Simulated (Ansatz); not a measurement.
Rb₂Br, relaxed as a doublet with UKS PBE0-D4/def2-TZVP in Ansatz, starting from the GFN1-xTB geometry. Force threshold 0.02 eV/Å.

In the def2 sets Rb takes a core potential; there is no spin–orbit coupling. The structure comes from a short search, and lower isomers may exist.

Start:

| atom | x (Å) | y (Å) | z (Å) |
| --- | --- | --- | --- |
| Rb1 | -1.578 | 0.763 | -0.497 |
| Rb2 | 1.023 | 0.277 | 2.245 |
| Br3 | 0.555 | -1.040 | -1.748 |

(1) Estimate the energy that the relaxation releases and the steps that it takes.

(2) Does the start keep its bonding and symmetry?

(3) Predict the relaxed structure.

## Answers

(1) 45.0 kJ/mol, in 8 steps; 18 s on 4 threads of Arm Neoverse V2 on a shared host. The force fell under the threshold at step 7, but the optimiser went on. No frequencies were taken in this run, so the end may be a saddle point.

(2) By distances, no bond broke or formed. The bond that changes most is Rb2–Br3, from 4.23 to 3.20 Å (atoms count from 1). The end is the same structure that another start reached, the lowest one found. Point group Cs at the start, C2v at the end, both within 0.05 Å.

(3) 
Cartesian coordinates in Å:
```
Rb -1.993 0.882 -0.833
Rb 1.312 -0.027 1.930
Br 0.681 -0.856 -1.097
```
Bond lengths (bridged metal pairs left out): 2 × Br–Rb 3.20 Å.
